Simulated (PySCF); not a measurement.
`C=C[P+](C)(C)[BH2-]C#N`, C₅H₁₁BNP

Geometry (Å), atoms numbered from 1 in this order:
```xyz
19

C     1.934   -1.166   -0.906
C     1.556   -0.064   -0.279
P    -0.141    0.182    0.304
C    -0.685    1.617   -0.698
C     0.126    0.927    1.961
B    -1.334   -1.326    0.208
C    -1.372   -1.585   -1.319
N    -1.383   -1.750   -2.457
H     1.238   -1.968   -1.093
H     2.942   -1.306   -1.264
H     2.248    0.749   -0.091
H    -1.634    1.982   -0.308
H     0.054    2.417   -0.678
H    -0.833    1.280   -1.722
H     0.584    0.186    2.613
H    -0.839    1.210    2.378
H     0.769    1.805    1.902
H    -2.388   -0.953    0.625
H    -0.851   -2.227    0.819
```

Level of theory: PySCF, GIAO PBE0/ANO-RCC-VDZP magnetisability, rotational g tensor and spin-rotation constants, non-relativistic, gas phase. Geometry: GFN2-xTB.

What are the magnetisability and the molar susceptibility?

Isotropic -1450 × 10⁻³⁰ J/T², or -87.3 × 10⁻⁶ cm³/mol; principal values -1649, -1391, -1312 × 10⁻³⁰ J/T², anisotropy 306 × 10⁻³⁰ J/T² (root of half the summed squared differences of the principal values). The susceptibility is in cgs units.

Split it along the inertial axes a, b, c into diamagnetic and paramagnetic parts about the centre of mass, with the quadrupole moment.


```tsv
axis	χ (10⁻⁶ cm³/mol)	diamagnetic (10⁻⁶ cm³/mol)	paramagnetic (10⁻⁶ cm³/mol)	summed x² of all electrons (Å²)	quadrupole Θ (D Å)
a	-89.1	-701.2	612.1	177.0	-11.46
b	-82.3	-1012.3	930.1	103.7	+9.83
c	-90.7	-1190.6	1099.9	61.6	+1.64
```
Anisotropies 2χaa − χbb − χcc = -5.2 and 2χbb − χaa − χcc = +15.2 × 10⁻⁶ cm³/mol. Θ is traceless in Buckingham's convention.

And the rotational g tensor?


```csv
axis,rotational constant (GHz),g,nuclear part,electronic part
a,2.1648,-0.0092,0.6134,-0.6226
b,1.3468,-0.0180,0.5705,-0.5885
c,1.1174,-0.0080,0.5694,-0.5774
```
Asymmetric top; isotopes 11B, 12C, 1H, 14N, 31P; no vibrational averaging.
